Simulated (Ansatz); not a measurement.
Isolated molecules relaxed with PBE0-D4/def2-TZVP in Ansatz; ΔE leaves out vibrations. CBS: MP2 limit from def2 TZ/QZ plus the TZ coupled-cluster correction, frozen cores. This one scheme is used for every species. DFT in def2-TZVPP. B3LYP here is the variant with VWN-RPA as its local correlation; programs differ in this. For Ge outer-core shells are correlated without core-valence functions, which leaves a few kJ/mol of doubt a bond. Scalar relativity is left out up to krypton. Each species was taken in one conformer, which may not be the lowest.

Reaction (redistribution): `[SiH3]B(Cl)Cl` + `B[NH][GeH3]` → `ClB(Cl)[SiH2][GeH3]` + `BN`

(1) Is it downhill or uphill in electronic energy at CCSD(T)/CBS, and by how much? (Estimate.)

(2) What do these levels give: r2SCAN-D4, B3LYP-D4, B3LYP, HF/def2-QZVPP, SCS-MP2/def2-QZVPP, HF/CBS(def2)? (Estimate.)

Largest T1 diagnostic among the species: 0.013.

## Answers

(1) The calculation gave: Downhill: ΔE = -26.7 kJ/mol.

(2) The calculation gave: r2SCAN-D4 -35.6, B3LYP-D4 -30.7, B3LYP -27.4, HF/def2-QZVPP -6.7, SCS-MP2/def2-QZVPP -16.8, HF/CBS(def2) -6.5 kJ/mol.

The D4 term adds −3.3 kJ/mol with B3LYP and −2.3 kJ/mol with PBE0; it sums over pairs of atoms, weighted by their polarisabilities, and B3LYP, whose exchange is more repulsive, gets the larger term. In def2-TZVPP, CCSD(T) changes the Hartree–Fock value by −15.2 kJ/mol (the triples alone add −1.8 kJ/mol) and MP2 by −13.9 kJ/mol. From PBE to PBE0 (25 % exact exchange), in def2-TZVPP and without D4, ΔE moves by +3.5 kJ/mol.
